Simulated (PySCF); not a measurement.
**Ar (argon, neutral) across methods**

[Ar], closed-shell 1S. Calculation: PySCF 2.14, in aug-cc-pVQZ-DK (7s6p4d3f2g, 84 functions); the spin-free X2C one-electron Hamiltonian (Gaussian nucleus).

```tsv
method	E (hartree)	mean ε 2p (eV)	mean ε 3s (eV)	mean ε 3p (eV)	Σ⟨r²⟩ (bohr²)	⟨S²⟩
UHF	-528.62585	-260.53	-35.006	-16.065	25.98	0.000
wB97X	-529.3732	-238.86	-29.981	-14.538	25.96	0.000
r2SCAN	-529.3321	-233.29	-25.402	-10.713	25.94	0.000
LDA	-527.7375	-230.06	-24.267	-10.390	26.24	0.000
PBE	-529.1662	-230.08	-24.289	-10.272	26.17	0.000
TPSS	-529.3846	-230.70	-24.754	-10.405	26.03	0.000
BHandHLYP	-529.3727	-245.89	-30.027	-13.530	26.03	0.000
PBEsol	-528.4154	-229.82	-24.202	-10.236	26.16	0.000
PBE0	-529.2060	-237.91	-27.231	-11.965	25.99	0.000
```
